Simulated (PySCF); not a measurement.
SMILES C=CB(C)C=C (GFN2-xTB optimised geometry):

```
15

B     -0.370     0.111     0.000
C     -1.140     1.491     0.000
H     -0.527     2.325     0.332
H     -2.043     1.475     0.606
H     -1.458     1.722    -1.017
C      1.186     0.111     0.000
C      1.953    -0.883    -0.445
H      1.700     1.003     0.347
H      3.031    -0.828    -0.467
H      1.527    -1.796    -0.831
C     -1.149    -1.237    -0.034
C     -2.429    -1.369    -0.376
H     -0.616    -2.148     0.219
H     -2.930    -2.325    -0.414
H     -3.031    -0.518    -0.652
```

Method: B3LYP/def2-TZVP (PySCF).

**Question.** What are the frontier orbital energies and the dipole moment?

**Answer.** HOMO-2 -8.38 eV, HOMO-1 -8.05 eV, HOMO -7.46 eV, LUMO -2.03 eV, LUMO+1 -0.04 eV; dipole moment 0.42 D.

On the same geometry PySCF 2.14.0 with PBE/def2-TZVP gives HOMO-2 -7.24 eV, HOMO-1 -7.10 eV, HOMO -6.63 eV, LUMO -2.77 eV, LUMO+1 -0.88 eV; dipole moment 0.41 D.

Meta-Löwdin charges at B3LYP/def2-TZVP: B1 0.19, C2 -0.46, H3 0.11, H4 0.12, H5 0.13, C6 -0.20, C7 -0.19, H8 0.11, H9 0.12, H10 0.11, C11 -0.20, C12 -0.19, H13 0.11, H14 0.12, H15 0.11.
